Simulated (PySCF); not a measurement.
# Calculated NMR data

Method: geometry from GFN2-xTB, shieldings: GIAO PBE0/pcSseg-1, in PySCF 2.14 (in vacuum, non-relativistic, a single conformation, fast rotation and ring inversion assumed for equivalent nuclei).

Shifts are taken against calculated references (same method and geometry level): $^{1}$H and $^{13}$C against TMS. Where no couplings were computed, multiplicities follow the n + 1 count of equivalent neighbours, and m marks all less simple cases (inequivalent or close neighbours, rings, F or P nearby). Acid and N–H amide carbonyl carbons lie up to 10 ppm further downfield in solution (hydrogen bonding). Shifts are as computed. Against solution values, carbons near 30 ppm lie about +3 ppm off and those near 130 ppm about +5 ppm. Of 1211 compounds with measured shifts, 218 miss one by over three times the rms of a fit or turn the order of signals round; such compounds aren't used in these exercises. OH and NH positions are gas-phase values without hydrogen bonding to other molecules.

**1.** `C(=C=C)C(C)(C)C`, C$_{7}$H$_{12}$. $^{1}$H NMR (500 MHz, computed): δ 5.40 (m, 1H), 4.98 (m, 2H), 1.09 (s, 9H). $^{13}$C{$^{1}$H} NMR (computed): δ 218.2, 107.9, 80.4, 33.8, 31.8.

**2.** SMILES C=CO[SiH2]CC(=O)O, C$_{4}$H$_{8}$O$_{3}$Si. $^{1}$H NMR (500 MHz, computed): δ 6.63 (m, 1H), 6.17 (br s, 1H), 5.10 (t, 2H), 4.41 (m, 1H), 4.38 (m, 1H), 2.40 (t, 2H). $^{13}$C{$^{1}$H} NMR (computed): δ 179.2, 156.6, 94.7, 21.3.

**3.** norbornane (SMILES C1C[C@H]2CC[C@@H]1C2). $^{1}$H NMR (500 MHz, computed): δ 2.10 (m, 2H), 1.60 (m, 4H), 1.16 (m, 4H), 1.08 (m, 2H). $^{13}$C{$^{1}$H} NMR (computed): δ 39.8, 39.8, 32.5.
